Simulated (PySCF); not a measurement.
Ge(OH)2 (GeH2O2), SMILES [OH][Ge][OH] (connectivity only; charge and spin as stated), neutral, multiplicity 1. Atoms are numbered in the order given.

```xyz
5

Ge     0.0000     0.0000     0.4311
O      0.0000     1.3152    -0.8137
H      0.0000     2.1900    -0.3875
O      0.0000    -1.3152    -0.8137
H      0.0000    -2.1900    -0.3875
```

Geometry optimised at PBE-D3(BJ)/def2-TZVP. Other conformers were not sampled.

Level of theory: PySCF with ωB97X/def2-TZVPD.

Gas-phase values at a fixed geometry.

Computed frontier levels, gap, dipole moment and polarisability:
| Property | Result |
|---|---|
| highest occupied level | -9.80 eV |
| lowest empty level | 0.18 eV |
| orbital gap | 9.98 eV |
| dipole moment | 2.83 D |
| quadrupole, principal values (traceless, Buckingham form, about the centre of nuclear charge) | -9.07, -0.01, 9.08 D·Å |
| mean static polarisability | 42.6 bohr³ (6.31 Å³) |
| polarisability, principal values | 35.7, 41.8, 50.1 bohr³ |
